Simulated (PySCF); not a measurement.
Nb(O)2(OH) (HNbO3), SMILES [O]=[Nb](=[O])[OH], multiplicity 1.

The structure is a stationary point at PBE0-D3(BJ)/def2-SVP. The spin state was assumed, not searched. The def2 effective core potentials stand for the cores of Nb; spin–orbit coupling is left out. One conformer was computed; it need not be the lowest.

Two levels are set side by side: PBE/def2-TZVPD (PySCF) and r2SCAN/def2-TZVPD (PySCF). Same geometry, gas phase. Differences are taken from unrounded values.

| quantity | r2SCAN | PBE | PBE minus r2SCAN |
|---|---|---|---|
| orbital gap (eV) | 3.01 | 2.40 | -0.61 |
| highest occupied level (eV) | -6.90 | -6.61 | 0.29 |
| lowest empty level (eV) | -3.89 | -4.20 | -0.32 |
| dipole moment (D) | 4.73 | 4.54 | -0.19 |
| mean polarisability (bohr³) | 46.0 | 47.9 | 1.9 |

Rough cost on one machine, each run with all the roots and properties that it gave: r2SCAN against PBE about 3 times.
